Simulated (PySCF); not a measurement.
C2H2Cl (SMILES C=[C]Cl), doublet (typed; the unrestricted solution is spin-contaminated), at a GFN2-xTB geometry; PySCF with CCSD(T)/6-31G*.

The PySCF input:
```python
from pyscf import gto, scf, cc

mol = gto.M(
    atom='''
C     0.10210539    0.67520826    0.00485216
C     1.34731481    1.04507097    0.01187153
Cl   -0.73486159   -0.75123729   -0.00767688
H     2.19266263    0.35806744    0.01041576
H     1.60346329    2.09129104    0.01974902
''',
    basis='6-31g*',
    spin=1,
    verbose=4,
)

mf = scf.UHF(mol)
mf.kernel()

mycc = cc.CCSD(mf)
mycc.level_shift = 0.2
mycc.kernel()
et = mycc.ccsd_t()
print('E(CCSD(T)) = %.10f' % (mycc.e_tot + et))
mf.analyze()
```

It wrote (shortened):

```
PySCF version 2.14.0

[INPUT] verbose = 4
[INPUT] num. atoms = 5
[INPUT] num. electrons = 31
[INPUT] charge = 0
[INPUT] spin (= nelec alpha-beta = 2S) = 1
[INPUT] symmetry False subgroup None
[INPUT] Mole.unit = angstrom
[INPUT] Symbol           X                Y                Z      unit          X                Y                Z       unit  Magmom
[...]
nuclear repulsion = 81.4374238192745
number of shells = 24
number of NR pGTOs = 113
number of NR cGTOs = 50
basis = 6-31g*
ecp = {}

******** <class 'pyscf.scf.uhf.UHF'> ********
method = UHF
initial guess = minao
damping factor = 0
level_shift factor = 0
DIIS = <class 'pyscf.scf.diis.CDIIS'>
diis_start_cycle = 1
diis_space = 8
diis_damp = 0
SCF conv_tol = 1e-09
SCF conv_tol_grad = None
SCF max_cycles = 50
direct_scf = True
direct_scf_tol = 1e-13
number electrons alpha = 16  beta = 15
Set gradient conv threshold to 3.16228e-05
init E= -536.75454777038

cycle= 1 E= -536.225822872169  delta_E= 0.529  |g|= 0.254  |ddm|= 1.61
cycle= 2 E= -536.271205029838  delta_E= -0.0454  |g|= 0.121  |ddm|= 0.444
cycle= 3 E= -536.281094453624  delta_E= -0.00989  |g|= 0.0471  |ddm|= 0.147
cycle= 4 E= -536.284339942557  delta_E= -0.00325  |g|= 0.0198  |ddm|= 0.108
cycle= 5 E= -536.285176864309  delta_E= -0.000837  |g|= 0.0146  |ddm|= 0.0372
cycle= 6 E= -536.285920652881  delta_E= -0.000744  |g|= 0.0127  |ddm|= 0.0362
cycle= 7 E= -536.286843239165  delta_E= -0.000923  |g|= 0.0113  |ddm|= 0.0489
cycle= 8 E= -536.288414940069  delta_E= -0.00157  |g|= 0.00746  |ddm|= 0.105
cycle= 9 E= -536.289063285728  delta_E= -0.000648  |g|= 0.00238  |ddm|= 0.121
cycle= 10 E= -536.289030420901  delta_E= 3.29e-05  |g|= 0.00236  |ddm|= 0.043
cycle= 11 E= -536.289081903176  delta_E= -5.15e-05  |g|= 0.000429  |ddm|= 0.0296
cycle= 12 E= -536.28908225988  delta_E= -3.57e-07  |g|= 0.000172  |ddm|= 0.00258
cycle= 13 E= -536.289082350463  delta_E= -9.06e-08  |g|= 6.52e-05  |ddm|= 0.000798
cycle= 14 E= -536.289082362375  delta_E= -1.19e-08  |g|= 2.68e-05  |ddm|= 0.000567
cycle= 15 E= -536.289082364846  delta_E= -2.47e-09  |g|= 9.05e-06  |ddm|= 0.000143
cycle= 16 E= -536.289082365048  delta_E= -2.02e-10  |g|= 3.14e-06  |ddm|= 5.41e-05
Extra cycle  E= -536.289082365061  delta_E= -1.33e-11  |g|= 1.84e-06  |ddm|= 6e-06
converged SCF energy = -536.289082365061  <S^2> = 0.95421681  2S+1 = 2.1947363

******** <class 'pyscf.cc.uccsd.UCCSD'> ********
CC2 = 0
CCSD nocc = (np.int64(16), np.int64(15)), nmo = (50, 50)
max_cycle = 50
direct = 0
conv_tol = 1e-07
conv_tol_normt = 1e-06
diis_space = 6
diis_start_cycle = 0
diis_start_energy_diff = 1e+09
Init t2, MP2 energy = -0.352399169618873
Init E_corr(UCCSD) = -0.352399169622364
cycle = 1  E_corr(UCCSD) = -0.371094522537212  dE = -0.0186953529  norm(t1,t2) = 0.0725155
cycle = 2  E_corr(UCCSD) = -0.380923239541561  dE = -0.009828717  norm(t1,t2) = 0.0377461
cycle = 3  E_corr(UCCSD) = -0.3922488450992  dE = -0.0113256056  norm(t1,t2) = 0.0284981
cycle = 4  E_corr(UCCSD) = -0.393225035564278  dE = -0.000976190465  norm(t1,t2) = 0.0146661
cycle = 5  E_corr(UCCSD) = -0.393668521410999  dE = -0.000443485847  norm(t1,t2) = 0.00651913
cycle = 6  E_corr(UCCSD) = -0.393932935358017  dE = -0.000264413947  norm(t1,t2) = 0.002803
cycle = 7  E_corr(UCCSD) = -0.393946040590217  dE = -1.31052322e-05  norm(t1,t2) = 0.00112886
cycle = 8  E_corr(UCCSD) = -0.393963630587332  dE = -1.75899971e-05  norm(t1,t2) = 0.000530777
cycle = 9  E_corr(UCCSD) = -0.393978858958576  dE = -1.52283712e-05  norm(t1,t2) = 0.000295917
cycle = 10  E_corr(UCCSD) = -0.393982914795711  dE = -4.05583714e-06  norm(t1,t2) = 0.000125597
cycle = 11  E_corr(UCCSD) = -0.393984497103394  dE = -1.58230768e-06  norm(t1,t2) = 5.22837e-05
cycle = 12  E_corr(UCCSD) = -0.39398730120486  dE = -2.80410147e-06  norm(t1,t2) = 2.03296e-05
cycle = 13  E_corr(UCCSD) = -0.393987996694388  dE = -6.95489528e-07  norm(t1,t2) = 8.2019e-06
cycle = 14  E_corr(UCCSD) = -0.393987608149768  dE = 3.8854462e-07  norm(t1,t2) = 4.04775e-06
cycle = 15  E_corr(UCCSD) = -0.393987256495629  dE = 3.51654139e-07  norm(t1,t2) = 1.69295e-06
cycle = 16  E_corr(UCCSD) = -0.393987170153573  dE = 8.63420561e-08  norm(t1,t2) = 5.62672e-07
UCCSD converged
E(UCCSD) = -536.6830695352146  E_corr = -0.3939871701535726
UCCSD(T) correction = -0.013276896981216
E(CCSD(T)) = -536.6963464322
**** SCF Summaries ****
Total Energy =                        -536.289082365061063
Nuclear Repulsion Energy =              81.437423819274528
One-electron Energy =                 -899.588987248968579
Two-electron Energy =                  281.862481064633016
Two-electron Coulomb Energy =          320.531870378760459
DFT Exchange-Correlation Energy =      -38.669389314127443
**** MO energy ****
                             alpha | beta                alpha | beta
[...]
To work with the spin densities directly, `use mulliken_meta_spin()` only printing them here.

 ** Mulliken spin pop alpha/beta on meta-lowdin orthogonal AOs **
 ** Mulliken Spin Density (per AO)  **
spin_pop of  0 C 1s       -0.00000
spin_pop of  0 C 2s        0.21504
spin_pop of  0 C 3s        0.00265
spin_pop of  0 C 2px       0.35622
spin_pop of  0 C 2py       0.38768
spin_pop of  0 C 2pz       0.40814
spin_pop of  0 C 3px       0.00079
spin_pop of  0 C 3py       0.00098
spin_pop of  0 C 3pz       0.00108
spin_pop of  0 C 3dxy     -0.00099
spin_pop of  0 C 3dyz     -0.00011
spin_pop of  0 C 3dz^2    -0.00001
spin_pop of  0 C 3dxz     -0.00073
spin_pop of  0 C 3dx2-y2   -0.00034
spin_pop of  1 C 1s        0.00000
spin_pop of  1 C 2s       -0.04655
spin_pop of  1 C 3s        0.00118
spin_pop of  1 C 2px      -0.04319
spin_pop of  1 C 2py      -0.03796
spin_pop of  1 C 2pz      -0.43159
spin_pop of  1 C 3px       0.00106
spin_pop of  1 C 3py       0.00084
spin_pop of  1 C 3pz      -0.00244
spin_pop of  1 C 3dxy      0.00066
spin_pop of  1 C 3dyz      0.00002
spin_pop of  1 C 3dz^2     0.00103
spin_pop of  1 C 3dxz      0.00042
spin_pop of  1 C 3dx2-y2   -0.00014
spin_pop of  2 Cl 1s       -0.00000
spin_pop of  2 Cl 2s       -0.00000
spin_pop of  2 Cl 3s        0.00226
spin_pop of  2 Cl 4s        0.00105
spin_pop of  2 Cl 2px      -0.00000
spin_pop of  2 Cl 2py       0.00000
spin_pop of  2 Cl 2pz       0.00000
spin_pop of  2 Cl 3px      -0.01363
spin_pop of  2 Cl 3py       0.04519
spin_pop of  2 Cl 3pz       0.02369
spin_pop of  2 Cl 4px       0.00143
spin_pop of  2 Cl 4py       0.00048
spin_pop of  2 Cl 4pz       0.00090
spin_pop of  2 Cl 3dxy      0.00135
spin_pop of  2 Cl 3dyz      0.00049
spin_pop of  2 Cl 3dz^2    -0.00015
spin_pop of  2 Cl 3dxz      0.00012
spin_pop of  2 Cl 3dx2-y2   -0.00081
spin_pop of  3 H 1s        0.08127
spin_pop of  3 H 2s       -0.00006
spin_pop of  4 H 1s        0.04254
spin_pop of  4 H 2s        0.00013
 ** Mulliken Spin Density (per atom)  **
spin density of  0 C =      1.37038
spin density of  1 C =     -0.55664
spin density of  2 Cl =      0.06239
spin density of  3 H =      0.08120
spin density of  4 H =      0.04267
 ** Mulliken pop alpha/beta on meta-lowdin orthogonal AOs **
 ** Mulliken pop       alpha | beta **
In total            16.00000 | 15.00000
 ** Mulliken atomic charges   ( Nelec_alpha | Nelec_beta ) **
charge of  0C =     -0.02738  (     3.69888      2.32850 )
charge of  1C =     -0.23690  (     2.84013      3.39677 )
charge of  2Cl =      0.02090  (     8.52075      8.45836 )
charge of  3H =      0.11698  (     0.48211      0.40091 )
charge of  4H =      0.12640  (     0.45813      0.41547 )
Dipole moment(X, Y, Z, Debye):  1.11137,  0.51693,  0.00750
```
